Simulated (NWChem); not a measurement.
## Ionisation of Tl

```xyz
1

Tl     0.0000     0.0000     0.0000
```
Charge 0, spin multiplicity 2.

Program: NWChem.

Basis set: def2-TZVP. The species with one electron less has spin multiplicity 1. Δ marks differences of total energies (open shells unrestricted). −ε marks an orbital energy of the parent. That orbital need not have the symmetry of the hole or added electron in the Δ rows. That singlet is a closed-shell solution.

Effective core potentials replace the inner electrons of Tl; spin-orbit coupling is left out. B3LYP has NWChem's definition, with VWN1-RPA local correlation. No SCF solution was tested for a lower state. Open-shell Hartree-Fock references start from PBE0 orbitals.

Q: For the first vertical ionisation energy, −ε(alpha HOMO) of B3LYP gives 3.24 eV and −ε(alpha HOMO) of PBE gives 2.68 eV. What do −ε(alpha HOMO) of M06-2X, −ε(alpha HOMO) of HF, ΔB3LYP give?

A: −ε(alpha HOMO) of M06-2X: 4.23 eV; −ε(alpha HOMO) of HF: 5.23 eV; ΔB3LYP: 5.50 eV.
